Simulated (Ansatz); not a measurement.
Be2S⁻. Total charge -1; doublet. Geometry PBE0-D4/def2-TZVP, that of the neutral singlet.

```xyz
3

Be    0.913   -0.623    0.074
Be   -0.294    0.449   -0.969
S    -0.619    0.174    0.895
```

At PBE-D4/def2-TZVPD, r2SCAN-D4/def2-TZVPD, PBE0-D4/def2-TZVPD the charge -1 doublet is spin-contaminated (final ⟨S²⟩ up to 1.04, 0.75 for a pure state). At PBE-D4/def2-TZVPD, r2SCAN-D4/def2-TZVPD, PBE0-D4/def2-TZVPD the highest occupied level of the charge -1 doublet lies above zero (up to 1.04 eV). Its loss leaves the charge 0 singlet, which lies 1.20 eV higher (vertical, at PBE-D4/def2-TZVPD), but this difference is unsure: the singlet is doubtful (at the level of its geometry, restricted singlet, unstable towards broken spin symmetry). The structure comes from a short search, and lower isomers may exist.

Q: Estimate the α-spin orbital energies around the gap (eV) in Ansatz with PBE-D4/def2-TZVPD, r2SCAN-D4/def2-TZVPD, PBE0-D4/def2-TZVPD.

A: 
```
orbital  PBE-D4/def2-TZVPD  r2SCAN-D4/def2-TZVPD  PBE0-D4/def2-TZVPD
 HOMO−5             -12.39                -13.07              -14.54
 HOMO−4              -4.09                 -4.30               -5.31
 HOMO−3              -3.09                 -3.29               -4.26
 HOMO−2              -2.19                 -2.38               -3.20
 HOMO−1              -0.16                 -0.31               -1.04
   HOMO               1.04                  0.84                0.30
   LUMO               1.73                  2.07                2.52
 LUMO+1               2.52                  2.74                3.16
 LUMO+2               3.06                  3.58                3.42
 LUMO+3               3.13                  3.62                3.53
 LUMO+4               3.29                  3.64                3.78
 LUMO+5               3.43                  3.86                3.84
 β HOMO               0.13                 -0.04               -0.74
 β LUMO               2.25                  2.66                2.94
```
